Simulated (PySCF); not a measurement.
C2H9NOSi, SMILES CC[Si@@H](N)O.

Coordinates come from a r2SCAN-D4/def2-SVP optimisation. The structure was generated by enumeration; whether it is a known compound was not checked. One conformer was computed; it need not be the lowest.

The numbers are results of r2SCAN-D4/def2-SVP (PySCF), not measurements.

Frequencies are harmonic and unscaled.

Computed vibrational spectrum:
| mode | ν (cm⁻¹) | IR (km/mol) | Raman (Å⁴/amu) | depolarisation | moving atoms (share of kinetic energy) |
|---|---|---|---|---|---|
| 1 | 64 | 25.6 | 3.4 | 0.75 | H 87 % |
| 2 | 77 | 0.0 | 0.3 | 0.73 | H 43 %, C 34 %, O 10 %, N 9 % |
| 3 | 160 | 4.4 | 0.6 | 0.75 | H 32 %, C 28 %, O 17 %, N 15 %, Si 8 % |
| 4 | 189 | 1.3 | 0.3 | 0.68 | H 79 %, Si 9 % |
| 5 | 249 | 49.3 | 0.8 | 0.67 | H 75 %, C 9 % |
| 6 | 268 | 66.4 | 2.1 | 0.64 | H 48 %, O 29 %, N 9 %, C 9 % |
| 7 | 320 | 45.0 | 1.2 | 0.66 | H 57 %, Si 19 %, N 10 % |
| 8 | 348 | 17.0 | 1.6 | 0.38 | C 31 %, H 31 %, O 21 %, Si 17 % |
| 9 | 442 | 139.8 | 0.8 | 0.23 | H 52 %, N 36 % |
| 10 | 621 | 11.7 | 2.3 | 0.63 | H 87 %, C 12 % |
| 11 | 657 | 28.1 | 9.7 | 0.08 | C 43 %, H 28 %, Si 20 % |
| 12 | 746 | 99.7 | 4.0 | 0.54 | H 87 % |
| 13 | 779 | 87.2 | 3.8 | 0.63 | H 75 %, N 15 % |
| 14 | 823 | 118.5 | 4.8 | 0.25 | O 47 %, Si 24 %, H 22 % |
| 15 | 864 | 62.8 | 7.3 | 0.68 | H 63 %, N 21 %, Si 13 % |
| 16 | 890 | 136.0 | 3.2 | 0.75 | H 59 %, Si 21 %, N 11 %, O 8 % |
| 17 | 930 | 115.4 | 5.1 | 0.75 | H 66 %, Si 18 %, N 9 % |
| 18 | 972 | 17.2 | 4.9 | 0.64 | H 79 %, C 19 % |
| 19 | 984 | 76.7 | 2.2 | 0.23 | H 66 %, Si 17 %, C 13 % |
| 20 | 1047 | 26.3 | 2.5 | 0.49 | C 69 %, H 30 % |
| 21 | 1244 | 3.4 | 3.4 | 0.74 | H 78 %, C 22 % |
| 22 | 1254 | 8.8 | 0.8 | 0.10 | H 59 %, C 40 % |
| 23 | 1384 | 0.7 | 3.3 | 0.74 | H 82 %, C 18 % |
| 24 | 1423 | 5.9 | 14.3 | 0.74 | H 92 %, C 8 % |
| 25 | 1474 | 7.2 | 17.7 | 0.75 | H 97 % |
| 26 | 1477 | 5.9 | 13.9 | 0.74 | H 96 % |
| 27 | 1548 | 47.2 | 7.2 | 0.67 | H 90 %, N 10 % |
| 28 | 2193 | 174.8 | 112.5 | 0.19 | H 97 % |
| 29 | 3013 | 21.9 | 105.7 | 0.13 | H 95 % |
| 30 | 3026 | 36.5 | 160.4 | 0.02 | H 97 % |
| 31 | 3063 | 12.0 | 104.0 | 0.75 | H 91 %, C 9 % |
| 32 | 3114 | 26.2 | 90.7 | 0.69 | H 91 %, C 9 % |
| 33 | 3127 | 20.6 | 48.5 | 0.74 | H 91 %, C 9 % |
| 34 | 3570 | 22.6 | 137.1 | 0.11 | H 96 % |
| 35 | 3667 | 27.6 | 85.5 | 0.72 | H 91 %, N 9 % |
| 36 | 3874 | 56.5 | 137.8 | 0.29 | H 94 % |
